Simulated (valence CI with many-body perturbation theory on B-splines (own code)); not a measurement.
# Questions on Te XXXI

Level of theory: configuration interaction combined with many-body perturbation theory (CI+MBPT): four valence electrons over a frozen Dirac-Fock core [Ar], a basis of 7 s, 7 p, 8 d, 6 f, 4 g, 1 h functions for each j, with the one-electron correlation potential Σ1, the two-electron term Σ2, the three-electron term Σ3, Breit, model QED; selected CI, second order for the rest, scaled by the run's own slope (own B-spline code, finite nucleus).

The last digits are not significant, and no measured levels were compared; by estimate large intervals hold to a few tenths of a per cent, small ones and those within an open d or f shell to about a per cent. Only levels of the ground parity were solved; by the run's estimate the other parity begins above the list, which can be wrong where configurations are misplaced.

Levels are named by their leading jj configuration (3d3/2^4 stands for four electrons in 3d with j = 3/2), which in mixed levels can hold well under half, so a name can repeat and another be missing.

Rates and lifetimes use the calculated energies. Strong lines usually hold to 10 to 20 %, long lifetimes can be off by a factor of two.

Question: What is the ground level?

Answer: (3d3/2^4) J=0, composition 47 % 3d4 3P + 46 % 3d4 5D + 7 % 3d4 1S.

Question: What is the ionisation energy?

Answer: 1803.4 eV; NIST lists 1803 ± 4 eV (theoretical).

Question: How well does LS coupling describe the low levels?

Answer: Among the lowest 20 levels the leading LS term, summed over configurations, holds 56 % on average. For single configurations the figures are 56 % in LS and 78 % in jj coupling. Terms mix most in the J = 4 level at 122880 cm⁻¹, where the leading one holds 32 %.

Question: Name the longest-lived excited levels whose lifetime is computed, and their main decay.

Answer: (3d3/2^3 3d5/2) J=4 at 122880 cm⁻¹ lives 18600 s, mostly by E2 to (3d3/2^3 3d5/2) J=2.
